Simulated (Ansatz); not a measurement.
```yaml
crystal:
  periodic: [false, false, false]
  atoms:
    - {symbol: F, position_ang: [0.227876, -1.593907, -0.027654]}
    - {symbol: C, position_ang: [0.135138, -0.931185, -0.015137]}
    - {symbol: C, position_ang: [-0.443526, -0.563092, 0.595893]}
    - {symbol: C, position_ang: [-0.555625, 0.398819, 0.608965]}
    - {symbol: C, position_ang: [-0.114095, 0.974103, 0.020032]}
    - {symbol: C, position_ang: [0.443804, 0.585053, -0.502893]}
    - {symbol: C, position_ang: [0.657645, -0.375405, -0.522102]}
    - {symbol: H, position_ang: [-0.910730, -1.026783, 0.898773]}
    - {symbol: H, position_ang: [-1.157577, 0.699124, 1.084302]}
    - {symbol: H, position_ang: [-0.238797, 1.724836, 0.033901]}
    - {symbol: H, position_ang: [0.922033, 0.883953, -1.048247]}
    - {symbol: H, position_ang: [1.161348, -0.695831, -1.076246]}
basis:
  gaussian: {orbitals: def2-mTZVPP, point_charges: [{charge: 2.00, position_ang: [4.352, -0.996, 0.086]}]}
hamiltonian: {xc: {name: PBE}, dispersion: d3bj}
```

```sh
$ ansatz run in.yaml --threads 4 --pin off --events-out ev --progress --plain --max-ram 10444MiB
```

It prints (some lines left out):

```
Functional definition: PBE
1546 factors; their error is unknown
mean field evaluation 1: about -8765.8760 eV, gradient 2.1e2 eV
mean field evaluation 2: about -8044.7439 eV, gradient 5.4e2 eV
mean field evaluation 4: about -8837.5588 eV, gradient 4.9e1 eV
mean field evaluation 8: about -8843.6314 eV, gradient 1.1e0 eV
mean field evaluation 16: about -8843.6547 eV, gradient 2.7e-3 eV
mean field -8843.65473466 eV, -324.9983170543 hartree, gradient 5.2e-5 eV, S^2 0.000000; 1 other end points of the search recorded, 0 dependent functions left out
reference -8843.65476832 eV, -324.9983182914 hartree; 25, 25 occupied and 138, 138 virtual orbitals, 1546 factors
Total energy: -8843.95853003 eV, -325.0094813281 hartree
```

Q: Something in this input is off. What?

A: The geometry is squeezed to about two thirds of its size. Self-consistency was reached. The result belongs to that input, not to the molecule as meant.
